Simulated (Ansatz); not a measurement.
Species: C₄H₁₂GeO₄, SMILES `C[O][Ge]([O]C)([O]C)[O]C` (charge 0, multiplicity 1).

Q: Give a relaxed geometry from r2SCAN-D4/def2-SVP run with Ansatz (a quantum-chemistry and plane-wave program).

A: One answer among several that fit: the end point of this relaxation, one of several conformers (outside a Z-matrix the atoms follow the SMILES, hydrogens last).
Z-matrix (Å, degrees):
```
Ge
O 1 1.7586
C 2 1.4190 1 119.87
H 3 1.1010 2 107.77 1 -173.02
H 3 1.1040 4 108.65 2 -121.44
H 3 1.1056 4 108.22 5 -117.54
O 1 1.7586 2 106.62 3 46.90
C 7 1.4190 1 119.86 2 -170.69
H 8 1.1010 7 107.77 1 173.00
H 8 1.1040 9 108.65 7 121.44
H 8 1.1056 9 108.22 10 117.54
O 1 1.7586 2 106.62 3 170.63
C 12 1.4190 1 119.87 2 -46.87
H 13 1.1010 12 107.77 1 172.99
H 13 1.1040 14 108.65 12 121.44
H 13 1.1056 14 108.22 15 117.54
O 1 1.7586 2 115.34 3 -71.24
C 17 1.4190 1 119.86 2 -71.22
H 18 1.1010 17 107.77 1 -173.06
H 18 1.1040 19 108.65 17 -121.44
H 18 1.1056 19 108.22 20 -117.54
```
